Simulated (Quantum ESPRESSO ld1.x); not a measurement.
Input file for ld1.x (Quantum ESPRESSO 7.5):

```
 &input
    zed=71.0,
    iswitch=1,
    rel=2,
    dft='PW91',
    config='[Xe] 4f3 6s2 5d0 6p0',
    rel_dist='average',
    verbosity='high',
    lsmall=.true.,
    prefix='ld1',
    max_out_wfc=37,
    file_charge='ld1.rho',
 /
```

Command: `OMP_NUM_THREADS=1 ld1.x < ld1.in > ld1.out`

It prints (banner and zero overlaps left out):

```
     Program LD1 v.7.5 starts

     --------------------------- All-electron run ----------------------------

     dirac relativistic calculation

     atomic number is 71.00
     dft =PW91   lsd =0 sic =0 latt =0  beta=0.20 tr2=1.0E-14
     Exchange-correlation= PW91
                           (   1   4   2   2   0   0   0)
     mesh =2109 r(mesh) =  99.61573 a.u. xmin = -8.00 dx = 0.00800
     1 Ry =  13.60569312 eV, c = 137.03599908

     n l j   nl                  e(Ry)          e(Ha)          e(eV)
     Spin orbit split results
     1 0 0.5 1S 1( 2.00)   -4668.260423912   -2334.130211956 -63514.9187460
     2 0 0.5 2S 1( 2.00)    -816.189565327    -408.094782663 -11104.8247560
     2 1 0.5 2P 1( 2.00)    -779.972134165    -389.986067083 -10612.0615019
     2 1 1.5 2P 1( 4.00)    -697.922247005    -348.961123502  -9495.7159165
     3 0 0.5 3S 1( 2.00)    -206.428918542    -103.214459271  -2808.6085174
     3 1 0.5 3P 1( 2.00)    -190.469010623     -95.234505312  -2591.4629080
     3 1 1.5 3P 1( 4.00)    -172.959337076     -86.479668538  -2353.2316630
     4 0 0.5 4S 1( 2.00)     -61.009065711     -30.504532855   -830.0706258
     4 1 0.5 4P 1( 2.00)     -54.433623822     -27.216811911   -740.6071813
     4 1 1.5 4P 1( 4.00)     -50.044129634     -25.022064817   -680.8850704
     3 2 1.5 3D 1( 4.00)    -145.893343844     -72.946671922  -1984.9800650
     3 2 2.5 3D 1( 6.00)    -142.085405580     -71.042702790  -1933.1704256
     5 0 0.5 5S 1( 2.00)     -22.668359997     -11.334179998   -308.4187497
     5 1 0.5 5P 1( 2.00)     -20.193932474     -10.096966237   -274.7524482
     5 1 1.5 5P 1( 4.00)     -19.063122968      -9.531561484   -259.3670011
     4 2 1.5 4D 1( 4.00)     -39.183177310     -19.591588655   -533.1142861
     4 2 2.5 4D 1( 6.00)     -38.325173272     -19.162586636   -521.4405464
     4 3 2.5 4F 1( 1.29)     -24.855868148     -12.427934074   -338.1813143
     4 3 3.5 4F 1( 1.71)     -24.668556490     -12.334278245   -335.6328094
     6 0 0.5 6S 1( 2.00)     -11.345188715      -5.672594358   -154.3591561
     5 2 1.5 5D 1( 0.00)     -15.154690392      -7.577345196   -206.1900668
     5 2 2.5 5D 1( 0.00)     -14.951712081      -7.475856041   -203.4284062
     6 1 0.5 6P 1( 0.00)     -10.328928856      -5.164464428   -140.5322363
     6 1 1.5 6P 1( 0.00)      -9.928107514      -4.964053757   -135.0787841
     Averaged results
     1 0     1S 1( 2.00)   -4668.260423912   -2334.130211956 -63514.9187460
     2 0     2S 1( 2.00)    -816.189565327    -408.094782663 -11104.8247560
     2 1     2P 1( 6.00)    -725.272209391    -362.636104696  -9867.8311116
     3 0     3S 1( 2.00)    -206.428918542    -103.214459271  -2808.6085174
     3 1     3P 1( 6.00)    -178.795894925     -89.397947463  -2432.6420780
     4 0     4S 1( 2.00)     -61.009065711     -30.504532855   -830.0706258
     4 1     4P 1( 6.00)     -51.507294364     -25.753647182   -700.7924407
     3 2     3D 1(10.00)    -143.608580886     -71.804290443  -1953.8942814
     5 0     5S 1( 2.00)     -22.668359997     -11.334179998   -308.4187497
     5 1     5P 1( 6.00)     -19.440059470      -9.720029735   -264.4954834
     4 2     4D 1(10.00)     -38.668374887     -19.334187444   -526.1100423
     4 3     4F 1( 3.00)     -24.748832915     -12.374416457   -336.7250258
     6 0     6S 1( 2.00)     -11.345188715      -5.672594358   -154.3591561
     5 2     5D 1( 0.00)     -15.032903405      -7.516451703   -204.5330705
     6 1     6P 1( 0.00)     -10.061714628      -5.030857314   -136.8966015

     final scf error:  5.6E-15 reached in  28 iterations

     Etot =  -29035.456243 Ry,  -14517.728122 Ha, -395047.507333 eV

     Ekin =   32407.752862 Ry,   16203.876431 Ha,  440929.940247 eV
     Encl =  -70759.641343 Ry,  -35379.820672 Ha, -962733.965608 eV
     Eh   =    9892.931517 Ry,    4946.465759 Ha,  134600.190311 eV
     Exc  =    -576.499280 Ry,    -288.249640 Ha,   -7843.672283 eV
```

Run on one thread of a shared host, so times are rough (Intel(R) Xeon(R) Processor @ 2.60GHz): 0.83 s of CPU time, 1.1 s wall, 28 iterations on 2109 mesh points.
